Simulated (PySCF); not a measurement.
Two species compared at the same levels of theory.

First species: C4H12BN.
Z-matrix (Å and degrees, PBE0-D3(BJ)/def2-SVP geometry), rows numbered from 1:
```
C 
N   1  1.4403
B   2  1.3921  1  127.48
C   3  1.5858  2  122.50  1  -179.94
C   4  1.5257  3  114.92  2     1.27
C   4  1.5318  3  110.22  2  -125.67
H   1  1.1038  2  112.01  3   119.67
H   1  1.0983  2  109.36  3     0.14
H   1  1.1037  2  112.02  3  -119.41
H   2  1.0151  1  113.98  3   179.97
H   3  1.2164  2  117.35  1     0.29
H   4  1.1089  3  104.78  2   119.68
H   5  1.1026  4  111.91  3   177.58
H   5  1.1042  4  111.30  3   -63.17
H   5  1.1026  4  112.04  3    57.38
H   6  1.1033  4  111.16  3    66.14
H   6  1.1031  4  111.66  3  -174.33
H   6  1.1010  4  111.69  3   -53.59
```

Second species: SiEt2H2, C4H12Si.
InChI=1S/C4H12Si/c1-3-5-4-2/h3-5H2,1-2H3

Levels: CAM-B3LYP/def2-SVPD for HOMO energy, LUMO energy, HOMO–LUMO gap and static isotropic polarisability; TDDFT CAM-B3LYP/def2-SVPD for lowest singlet excitation; TDA CAM-B3LYP/def2-SVPD for lowest triplet excitation (Tamm–Dancoff). Geometries: PBE0-D3(BJ)/def2-SVP. Each species is one conformer at its optimised geometry, gas phase, non-relativistic unless stated; the electronic structure was computed with PySCF and density fitting.

Dipoles, sizes and rotational constants follow the conformer. The torsions of the flexible species, by atom-mapped SMILES:
- `[CH3:1][NH:2][BH:3][CH:4]([CH3:5])[CH3:6]`: C1–N2–B3–C4 180°, N2–B3–C4–C5 1°

```
                                property  column X  column Y
                             HOMO energy  -9.44 eV  -9.04 eV
                             LUMO energy   1.31 eV   1.13 eV
                           HOMO–LUMO gap  10.75 eV  10.17 eV
               lowest singlet excitation   7.72 eV   7.06 eV
lowest triplet excitation (Tamm–Dancoff)   7.53 eV   5.94 eV
         static isotropic polarisability   78.6 au   74.3 au
```

(1) Which column belongs to which species?

(2) How does each property change from the first species to the second?

Results:

(1) Column X is the second species and column Y the first. The first has 18 atoms and 48 electrons, the second 17 and 50.

(2) HOMO energy -0.40 eV; LUMO energy +0.18 eV; HOMO–LUMO gap +0.58 eV; lowest singlet excitation +0.66 eV; lowest triplet excitation (Tamm–Dancoff) +1.59 eV; static isotropic polarisability +4.3 au.

On the first: The polarisability is 11.01 Å³ as a volume (1 au = 0.148185 Å³), or 1.55 au for each of the 48 electrons. The principal polarisabilities are 62.5, 72.6 and 87.7 au; their mean is the isotropic value.

On the second: The principal polarisabilities are 68.5, 73.2 and 94.0 au; their mean is the isotropic value. S1 lies 3.03 eV below the HOMO–LUMO gap; its leading configuration is HOMO→LUMO, weight 0.88.
